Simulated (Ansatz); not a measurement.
The same hydrolysis along the group B, Al, In.

Calculated with Ansatz (gas phase, PBE0-D4/def2-TZVP geometries, no zero-point term in ΔE). CCSD(T)/CBS adds triple-zeta CCSD(T) − MP2 to the extrapolated MP2 energy (def2 sets, frozen cores). This one scheme is used for every species. DFT in def2-TZVPP. B3LYP here is the variant with VWN-RPA as its local correlation; programs differ in this. Elements past krypton have def2 core potentials. For Br, In outer-core shells are correlated without core-valence functions, which leaves a few kJ/mol of doubt a bond. Scalar relativity is left out up to krypton. Each species was taken in one conformer, which may not be the lowest.

| reaction | ωB97X-V (kJ/mol) | B3LYP-D4 (kJ/mol) | HF/CBS(def2) (kJ/mol) | ωB97M-V (kJ/mol) | CCSD(T)/CBS(def2) (kJ/mol) |
| --- | --- | --- | --- | --- | --- |
| `CB(O)Br` + H₂O → `CB(O)O` + HBr | -33 | -35 | -43 | -33 | -26 |
| `[CH3][Al]([OH])[Br]` + H₂O → `[CH3][Al]([OH])[OH]` + HBr | 33 | 29 | 36 | 33 | 36 |
| `[CH3][In]([OH])[Br]` + H₂O → `[CH3][In]([OH])[OH]` + HBr | 113 | 114 | 132 | 115 | 115 |

Largest T1 diagnostic: 0.016, for `[CH3][In]([OH])[OH]`.
